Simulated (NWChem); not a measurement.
Species: MgNH₂Cl; SMILES [NH2][Mg][Cl]

```xyz
5

Mg     0.0000     0.0000    -0.5110
Cl     0.0000     0.0000     1.6979
N      0.0000     0.0000    -2.3930
H      0.0000     0.8195    -2.9903
H      0.0000    -0.8195    -2.9903
```
Atoms are numbered in this order, from 1.

Computed with NWChem. Pople sets run with spherical d functions. Structure relaxed at the B3LYP/6-31G* (spherical d) level. LC-ωPBE (HJS hole) with 6-31G*; x = 1 − exp(−ω/0.25 bohr⁻¹) is a scale chosen for this fit.

```
row           x  −ε(HOMO) (eV)
--------  -----  -------------
ω = 0.05  0.181           5.71
ω = 0.30  0.699           8.58
ω = 0.35  0.753           8.94
ω = 0.40  0.798           9.25
ω = 0.60  0.909       withheld
```

Problem. Fit a straight line of the last column on the one before it, predict the withheld value, and compare with the run.

Solution. 
1. Means of the 4 shown rows: x = 0.6078, y = 8.120. Slope Σ(x − x̄)(y − ȳ)/Σ(x − x̄)² = 1.405/0.2477 = 5.669; intercept 4.675.
2. The shown rows scatter about the line by 0.039 (root mean square); the largest residual is -0.06, at ω = 0.30.
3. At x = 0.909 (ω = 0.60; beyond the shown range) the line gives 9.83.
4. The run gives 10.05, +0.22 from the line, 5.7 times the scatter.
